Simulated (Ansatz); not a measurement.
Calculated with Ansatz (gas phase, PBE0-D4/def2-TZVP geometries, no zero-point term in ΔE). CBS: MP2 limit from def2 TZ/QZ plus the TZ coupled-cluster correction, frozen cores. Functionals use def2-TZVPP. HSE06 is defined as in plane-wave codes. For Ga, Ge outer-core shells are correlated without core-valence functions, which leaves a few kJ/mol of doubt a bond. Scalar relativity is left out up to krypton.

`N#[C][Ge]([F])([F])[F]` + `[OH][GaH2]` → `N#C[O][GaH2]` + `[F][GeH]([F])[F]`  (substitution at a C–Ge bond)

Task: Is it downhill or uphill in electronic energy at CCSD(T)/CBS, and by how much? (Best estimate.)

Result: Ansatz gave: Uphill: ΔE = +45.7 kJ/mol.

Task: What do these levels give: r2SCAN-D4, HSE06-D4, B2PLYP, r2SCAN, HSE06, RPA@PBE/def2-TZVPP, MP2/def2-SVP, MP2/def2-TZVPP, SCS-MP2/def2-TZVPP, CCSD/def2-TZVPP, MP2/def2-QZVPP, HF/CBS(def2)? (An estimate is asked.)

Result: Ansatz gave: r2SCAN-D4 24.1, HSE06-D4 20.9, B2PLYP 34.2, r2SCAN 23.9, HSE06 20.4, RPA@PBE/def2-TZVPP 49.9, MP2/def2-SVP 34.6, MP2/def2-TZVPP 50.6, SCS-MP2/def2-TZVPP 49.4, CCSD/def2-TZVPP 46.2, MP2/def2-QZVPP 49.3, HF/CBS(def2) 23.6 kJ/mol.

Largest T1 diagnostic among the species: 0.015.

In def2-TZVPP, CCSD(T) changes the Hartree–Fock value by +23.3 kJ/mol (the triples alone add +1.5 kJ/mol) and MP2 by +26.3 kJ/mol. At CCSD(T), def2-SVP lies −14.3 kJ/mol from the extrapolated value and def2-TZVPP +1.9 kJ/mol.
